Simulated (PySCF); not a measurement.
Two probes of the same atoms: core binding energy and nuclear shielding

C6H10OSi2.
Numbering: `[CH:1]#[C:2][C@@H:3]1[CH:4]=[CH:5][CH2:6][Si@H:7]1[O:8][SiH3:9]`

Cartesian coordinates in Å at the PBE0-D3(BJ)/def2-SVP level; atoms count from 1:
```
atom  x, y, z in Å
C1    -3.8822   -1.5972   -0.3384
C2    -2.7138   -1.4120   -0.0712
C3    -1.3136   -1.1411    0.2087
C4    -1.1109   -0.1913    1.3761
C5    -0.8221    1.0926    1.1129
C6    -0.7096    1.5375   -0.3220
Si7   -0.4961   -0.1226   -1.1886
O8     1.1167   -0.5170   -1.2942
Si9    2.4361   -0.6221   -0.2895
H10   -4.9164   -1.7740   -0.5668
H11   -0.7763   -2.0933    0.3670
H12   -1.2295   -0.5606    2.3993
H13   -0.6824    1.8121    1.9269
H14   -1.6227    2.0669   -0.6486
H15    0.1332    2.2282   -0.4873
H16   -1.0944   -0.2929   -2.5368
H17    2.1718   -1.5938    0.8154
H18    2.7488    0.7141    0.3031
H19    3.5975   -1.0910   -1.0957
```

Binding energies: delta-SCF UKS SCAN, pcX-2 on the ionised atom, pcseg-1 elsewhere, spin-free X2C (PySCF 2.14.0). Shieldings: GIAO PBE0/pcSseg-1, non-relativistic, same geometry.

```json
{"atom": "C1", "C 1s (eV)": "289.74"}
{"atom": "C2", "C 1s (eV)": "290.45"}
{"atom": "C3", "C 1s (eV)": "290.85"}
{"atom": "C4", "C 1s (eV)": "290.32"}
{"atom": "C5", "C 1s (eV)": "290.42"}
{"atom": "C6", "C 1s (eV)": "290.25"}
```

Question: What are the absolute isotropic shieldings of these atoms?

Answer: 
```csv
atom,environment,C 1s (eV),isotropic shielding (ppm)
C1,terminal alkyne carbon,289.74,110.3
C6,sp3 carbon bound to silicon,290.25,165.8
C4,alkene CH carbon,290.32,44.1
C5,alkene CH carbon,290.42,42.8
C2,alkyne carbon,290.45,101.2
C3,sp3 carbon bound to silicon,290.85,161.8
```

Question: Among the listed atoms, is the one with the highest binding energy also the least shielded?

Answer: No. The highest binding energy is at C3 (290.85 eV, shielding 161.8 ppm), the lowest shielding at C5 (42.8 ppm, 290.42 eV).

Over these 6 sites the two quantities correlate at r = 0.17. By binding energy: C1 < C6 < C4 < C5 ≈ C2 < C3. By shielding: C5 < C4 < C2 < C1 < C3 < C6.

Spin contamination (⟨S²⟩ against 0.75 for a pure doublet) is marked for C 1s of C2 (0.87), which makes this value less certain. Isolated species at its PBE0-D3(BJ)/def2-SVP geometry (one conformer only).
